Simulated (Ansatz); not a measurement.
Steps of a relaxation of `[GaH2][O][GeH3]` with RKS PBE0-D4/def2-TZVP.

```sh
$ ansatz run in.yaml --threads 4 --pin off --events-out ev --progress --plain --max-ram 10444MiB
```

```yaml
crystal:
  periodic: [false, false, false]
  atoms:
    - {symbol: Ga, position_ang: [-1.099440, 1.118060, -1.142960]}
    - {symbol: O, position_ang: [-0.119610, 0.117610, -0.133740]}
    - {symbol: Ge, position_ang: [0.873180, -0.888160, 0.906280]}
    - {symbol: H, position_ang: [-1.378560, 0.617380, -2.579640]}
    - {symbol: H, position_ang: [-1.623430, 2.442040, -0.534190]}
    - {symbol: H, position_ang: [1.428330, 0.009420, 1.974140]}
    - {symbol: H, position_ang: [1.951930, -1.472270, 0.039120]}
    - {symbol: H, position_ang: [-0.032400, -1.944070, 1.471000]}
basis:
  gaussian: {orbitals: def2-TZVP}
hamiltonian: {xc: pbe0, dispersion: d4}
relax: {f_tol: 0.005, max_steps: 150}
```

Positions (Å) and forces (eV/Å) along the path, 16 of 20 steps:

```xyz
8
step=1 energy=-111009.8559 eV
Ga   -1.099    1.118   -1.143   -0.453    0.486   -0.450
O    -0.120    0.118   -0.134    0.485   -0.528    0.505
Ge    0.873   -0.888    0.906   -0.480    0.498   -0.522
H    -1.379    0.617   -2.580   -0.018   -0.138   -0.243
H    -1.623    2.442   -0.534   -0.058    0.201    0.148
H     1.428    0.009    1.974    0.323    0.321    0.545
H     1.952   -1.472    0.039    0.532   -0.316   -0.295
H    -0.032   -1.944    1.471   -0.331   -0.525    0.312
8
step=3 energy=-111009.9253 eV
Ga   -1.126    1.145   -1.170   -0.047    0.055   -0.046
O    -0.129    0.122   -0.143    0.072   -0.087    0.072
Ge    0.864   -0.878    0.897   -0.053    0.059   -0.053
H    -1.389    0.609   -2.615    0.010    0.000    0.023
H    -1.638    2.474   -0.523    0.013   -0.021    0.000
H     1.459    0.004    2.012    0.000   -0.009   -0.005
H     1.989   -1.499    0.046   -0.004    0.001    0.010
H    -0.031   -1.978    1.498    0.010    0.003    0.000
8
step=4 energy=-111009.9256 eV
Ga   -1.128    1.147   -1.172   -0.003    0.009   -0.002
O    -0.130    0.121   -0.144    0.009   -0.025    0.008
Ge    0.862   -0.876    0.895   -0.009    0.015   -0.009
H    -1.387    0.608   -2.615    0.002    0.003    0.008
H    -1.635    2.473   -0.520    0.004   -0.007   -0.002
H     1.458    0.004    2.010   -0.003   -0.001   -0.003
H     1.989   -1.498    0.048   -0.003    0.002    0.001
H    -0.029   -1.978    1.498    0.002    0.004   -0.001
8
step=5 energy=-111009.9282 eV
Ga   -1.128    1.144   -1.175    0.083   -0.036    0.080
O    -0.158    0.049   -0.187   -0.108    0.055   -0.142
Ge    0.853   -0.875    0.891    0.071   -0.058    0.090
H    -1.398    0.646   -2.625   -0.027   -0.011   -0.057
H    -1.584    2.461   -0.481   -0.027    0.047    0.018
H     1.422    0.049    1.984   -0.001    0.020    0.011
H     2.001   -1.491    0.070    0.018   -0.008   -0.010
H    -0.008   -1.983    1.523   -0.010   -0.010    0.010
8
step=6 energy=-111009.9520 eV
Ga   -1.114    1.125   -1.167   -0.006    0.062   -0.032
O    -0.151   -0.094   -0.327    0.041   -0.105   -0.029
Ge    0.850   -0.877    0.884   -0.035    0.070   -0.012
H    -1.477    0.734   -2.641    0.005    0.028    0.099
H    -1.491    2.432   -0.388    0.028   -0.073   -0.010
H     1.327    0.151    1.936   -0.027   -0.037   -0.061
H     2.055   -1.497    0.147   -0.032    0.029    0.051
H     0.001   -1.975    1.556    0.026    0.026   -0.006
8
step=9 energy=-111010.0286 eV
Ga   -1.038    1.031   -1.134    0.020   -0.016    0.019
O    -0.105   -0.408   -0.648    0.001    0.010    0.015
Ge    0.794   -0.843    0.812   -0.032    0.018   -0.004
H    -1.649    0.933   -2.563   -0.004   -0.006   -0.007
H    -1.145    2.211   -0.110    0.022   -0.028    0.008
H     1.011    0.407    1.690   -0.008    0.008   -0.002
H     2.144   -1.428    0.368    0.019    0.007   -0.024
H    -0.013   -1.901    1.585   -0.017    0.007   -0.005
8
step=10 energy=-111010.0302 eV
Ga   -1.030    1.023   -1.134   -0.002    0.004    0.003
O    -0.110   -0.425   -0.656    0.000   -0.006   -0.002
Ge    0.788   -0.840    0.810   -0.009    0.003   -0.012
H    -1.662    0.935   -2.555    0.001    0.002    0.006
H    -1.100    2.194   -0.097    0.007   -0.005   -0.003
H     0.982    0.418    1.683   -0.005    0.005    0.000
H     2.148   -1.404    0.368    0.004    0.000    0.005
H    -0.017   -1.902    1.581    0.004   -0.003    0.002
8
step=11 energy=-111010.0305 eV
Ga   -1.024    1.012   -1.130    0.005    0.051   -0.028
O    -0.118   -0.449   -0.672    0.004   -0.031    0.007
Ge    0.779   -0.837    0.804    0.022   -0.012    0.023
H    -1.680    0.948   -2.542   -0.003   -0.008    0.018
H    -1.043    2.181   -0.089   -0.010   -0.007   -0.004
H     0.938    0.433    1.666   -0.001   -0.007   -0.005
H     2.156   -1.379    0.384   -0.010    0.012   -0.006
H    -0.007   -1.910    1.579   -0.006    0.001   -0.004
8
step=12 energy=-111010.0299 eV rejected
Ga   -1.006    1.019   -1.137   -0.085   -0.020    0.016
O    -0.120   -0.457   -0.676    0.025    0.012    0.036
Ge    0.775   -0.838    0.805    0.028    0.011   -0.023
H    -1.699    0.942   -2.532    0.040    0.014    0.015
H    -1.024    2.185   -0.090    0.026   -0.004   -0.032
H     0.921    0.434    1.669   -0.005   -0.024   -0.015
H     2.159   -1.365    0.385   -0.028    0.011    0.010
H    -0.005   -1.918    1.576   -0.001    0.001   -0.007
8
step=13 energy=-111010.0308 eV
Ga   -1.020    1.017   -1.132   -0.008    0.008   -0.004
O    -0.121   -0.449   -0.666    0.000   -0.005    0.002
Ge    0.779   -0.840    0.807    0.002    0.012   -0.006
H    -1.683    0.941   -2.540    0.004    0.000    0.006
H    -1.042    2.190   -0.096    0.003   -0.002   -0.006
H     0.936    0.429    1.672    0.000   -0.008    0.002
H     2.157   -1.373    0.378   -0.011    0.000    0.007
H    -0.008   -1.915    1.577    0.009   -0.004   -0.001
8
step=14 energy=-111010.0311 eV
Ga   -1.018    1.020   -1.134   -0.002    0.003   -0.001
O    -0.136   -0.452   -0.657    0.003   -0.002    0.002
Ge    0.776   -0.841    0.809   -0.004   -0.005    0.001
H    -1.688    0.937   -2.538   -0.002   -0.001   -0.002
H    -1.023    2.204   -0.111    0.003    0.002    0.001
H     0.924    0.422    1.684   -0.001    0.002    0.002
H     2.157   -1.358    0.373    0.002    0.002   -0.001
H     0.007   -1.932    1.574    0.002   -0.001    0.000
8
step=15 energy=-111010.0315 eV
Ga   -1.011    1.025   -1.139    0.017   -0.010    0.023
O    -0.174   -0.467   -0.637   -0.006    0.024    0.003
Ge    0.765   -0.846    0.814   -0.004   -0.024    0.010
H    -1.707    0.927   -2.528   -0.008    0.000   -0.008
H    -0.952    2.238   -0.150    0.003   -0.019   -0.011
H     0.875    0.407    1.708   -0.003    0.001    0.001
H     2.162   -1.305    0.362   -0.008    0.004   -0.001
H     0.042   -1.979    1.568    0.009    0.023   -0.016
8
step=16 energy=-111010.0315 eV
Ga   -1.009    1.024   -1.139    0.002    0.006    0.012
O    -0.177   -0.469   -0.636    0.004    0.009    0.006
Ge    0.764   -0.845    0.815   -0.005   -0.023    0.006
H    -1.712    0.925   -2.525   -0.004    0.002   -0.003
H    -0.941    2.239   -0.153    0.002   -0.015   -0.012
H     0.867    0.407    1.712    0.001   -0.002   -0.003
H     2.163   -1.299    0.361   -0.008    0.007    0.004
H     0.045   -1.982    1.565    0.008    0.016   -0.010
8
step=17 energy=-111010.0316 eV
Ga   -1.006    1.024   -1.140   -0.007    0.015    0.001
O    -0.182   -0.471   -0.633    0.008   -0.004    0.009
Ge    0.761   -0.846    0.816    0.002   -0.009    0.000
H    -1.721    0.923   -2.521    0.000    0.002    0.003
H    -0.921    2.243   -0.162    0.000   -0.009   -0.010
H     0.855    0.403    1.718   -0.002   -0.004   -0.003
H     2.164   -1.285    0.361   -0.006    0.002    0.004
H     0.050   -1.991    1.560    0.004    0.007   -0.004
8
step=19 energy=-111010.0316 eV rejected
Ga   -0.999    1.029   -1.146   -0.027   -0.015    0.012
O    -0.193   -0.473   -0.624    0.005    0.006   -0.003
Ge    0.757   -0.849    0.820    0.003    0.009   -0.007
H    -1.746    0.913   -2.508    0.014    0.004    0.002
H    -0.882    2.261   -0.189    0.010    0.002   -0.006
H     0.829    0.391    1.736   -0.001   -0.003    0.000
H     2.168   -1.259    0.363   -0.001    0.000    0.000
H     0.065   -2.014    1.548   -0.003   -0.002    0.002
8
step=20 energy=-111010.0317 eV
Ga   -1.004    1.026   -1.143   -0.001    0.002   -0.003
O    -0.190   -0.472   -0.627    0.002   -0.002    0.004
Ge    0.758   -0.848    0.819    0.002    0.002   -0.005
H    -1.738    0.916   -2.512    0.002    0.000    0.004
H    -0.891    2.257   -0.182   -0.001    0.000    0.000
H     0.836    0.394    1.731   -0.002   -0.002   -0.001
H     2.167   -1.266    0.363    0.001    0.001   -0.001
H     0.061   -2.007    1.551   -0.003   -0.001    0.002
```

It took 37 s on 4 threads of an Arm Neoverse V2 on a shared host, with 0.43 GiB of host memory at the peak.
